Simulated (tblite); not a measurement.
Isomers of C6H12N2. Computed with GFN2-xTB (tblite): harmonic, unscaled wavenumbers at the GFN2-xTB geometry, gas phase. The method is semi-empirical: single wavenumbers can be off by several per cent or more. One conformer each.

Electronic energies: GFN2-xTB at the same geometries; isomer energies are rough at this level and their order can be wrong.

| SMILES | electronic energy, lowest = 0 (kJ/mol) |
| --- | --- |
| C=N/N=C/C(C)(C)C | 99.2 |
| C=CN(C)NC1CC1 | 182.1 |
| CCN1CCC(C)=N1 | 0.0 |

**Question.** How do GFN2-xTB zero-point energies change the relative energies?

**Answer.** 
```json
{"SMILES": "CCN1CCC(C)=N1", "ZPE (kJ/mol)": "456.3", "of it from modes above 1550 cm⁻¹": "224.9", "electronic (kJ/mol)": "0.0", "with ZPE, lowest = 0 (kJ/mol)": "0.0", "lowest mode (cm⁻¹)": "66", "rings": "1"}
{"SMILES": "C=N/N=C/C(C)(C)C", "ZPE (kJ/mol)": "447.8", "of it from modes above 1550 cm⁻¹": "237.8", "electronic (kJ/mol)": "99.2", "with ZPE, lowest = 0 (kJ/mol)": "90.6", "lowest mode (cm⁻¹)": "44", "rings": "0"}
{"SMILES": "C=CN(C)NC1CC1", "ZPE (kJ/mol)": "451.2", "of it from modes above 1550 cm⁻¹": "231.1", "electronic (kJ/mol)": "182.1", "with ZPE, lowest = 0 (kJ/mol)": "177.0", "lowest mode (cm⁻¹)": "58", "rings": "1"}
```

The zero-point energies span 8.5 kJ/mol, from `C=N/N=C/C(C)(C)C` to `CCN1CCC(C)=N1`. The order is unchanged.

**Question.** What do entropy and thermal enthalpy add at 298.15 K and 1 bar (rigid rotor, harmonic oscillator, one conformer each)?

**Answer.** 
```
          SMILES  point group  symmetry number  S (J/(mol K))  H − H(0) (kJ/mol)  ZPE + H − H(0) − TS (kJ/mol)
   CCN1CCC(C)=N1           C1                1          386.3              26.13                         367.3
C=N/N=C/C(C)(C)C           C1                1          405.3              29.00                         355.9
   C=CN(C)NC1CC1           C1                1          392.0              26.94                         361.3
```
